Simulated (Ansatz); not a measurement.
Start from `OB(Br)O[SiH3]` and change one atom or group to get `OB(F)O[SiH3]`.

Ansatz, PBE0-D4/def2-TZVP geometries, multiplicity 1. Each molecule was computed in one conformer, which needn't be the lowest.

Scalar relativity is left out up to krypton.

```csv
property,`OB(Br)O[SiH3]`
HOMO–LUMO gap (PBE/def2-TZVPP) / eV,6.35
HOMO energy (ωB97M-V/def2-TZVPP) / eV,-10.83
HOMO energy (PBE/def2-TZVPP) / eV,-7.21
HOMO energy (PBE0/def2-TZVPP) / eV,-8.56
LUMO energy (ωB97M-V/def2-TZVPP) / eV,1.58
HOMO–LUMO gap (PBE0/def2-TZVPP) / eV,8.56
```

**Question.** Give the same properties after the change, and the shifts. (An estimate is asked.)

**Answer.** Ansatz gave: 
```tsv
property	`OB(F)O[SiH3]`	shift
HOMO–LUMO gap (PBE/def2-TZVPP) / eV	6.93	0.58
HOMO energy (ωB97M-V/def2-TZVPP) / eV	-11.54	-0.71
HOMO energy (PBE/def2-TZVPP) / eV	-7.77	-0.56
HOMO energy (PBE0/def2-TZVPP) / eV	-9.24	-0.68
LUMO energy (ωB97M-V/def2-TZVPP) / eV	1.53	-0.05
HOMO–LUMO gap (PBE0/def2-TZVPP) / eV	9.25	0.69
```

Spin–orbit coupling is left out; it splits and shifts lone-pair levels of the heavy atoms by tenths of an eV.
